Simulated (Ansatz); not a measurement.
FGeH7N2OSi (`[NH2][GeH2][O][SiH](N)F`), relaxed with RKS PBE0-D4/def2-TZVP in the Gaussian-basis code of Ansatz from a GFN2-xTB geometry. The force threshold is 0.005 eV/Å; the program also tests the step.

Total charge 0; spin multiplicity 1.

Start:

```xyz
13

N     1.276    1.583    1.102
Ge    0.787   -0.069    1.616
O     0.235   -1.082    0.290
Si   -0.434   -1.084   -1.167
N    -1.607    0.164   -1.290
F     0.659   -0.664   -2.269
H     0.538    2.181    0.753
H     2.051    1.636    0.454
H    -0.377    0.036    2.556
H     1.968   -0.815    2.148
H    -0.773   -2.469   -1.422
H    -2.314    0.233   -0.576
H    -2.009    0.349   -2.195
```

```
step  energy (eV)  largest force (eV/Å)  largest move (Å)
   1  -72244.2727                 0.874             0.000
   2  -72244.3492                 0.440             0.074
   3  -72244.3673                 0.151             0.064
   4  -72244.3772                 0.124             0.076
   5  -72244.3936                 0.220             0.195
   6  -72244.3975                 0.257             0.127
   7  -72244.4011                 0.090             0.029
   8  -72244.4020                 0.051             0.015
   9  -72244.4021                 0.036             0.017
  10  -72244.4023                 0.016             0.009
  11  -72244.4023                 0.012             0.012
  12  -72244.4023                 0.005             0.006
  13  -72244.4023                 0.009             0.006
  14  -72244.4023                 0.003             0.006
```

End:

```xyz
13

N     1.205    1.525    0.884
Ge    0.720   -0.077    1.598
O     0.272   -1.292    0.347
Si   -0.350   -1.048   -1.119
N    -1.561    0.159   -1.045
F     0.726   -0.455   -2.143
H     0.480    1.949    0.320
H     2.064    1.507    0.352
H    -0.531    0.122    2.462
H     1.912   -0.691    2.334
H    -0.746   -2.362   -1.662
H    -2.355    0.029   -0.437
H    -1.835    0.634   -1.890
```

It took 57 s on 2 threads of an AMD EPYC 7R13 on a shared host and a share of an NVIDIA H100 80 GB, with 0.93 GiB of host memory at the peak.
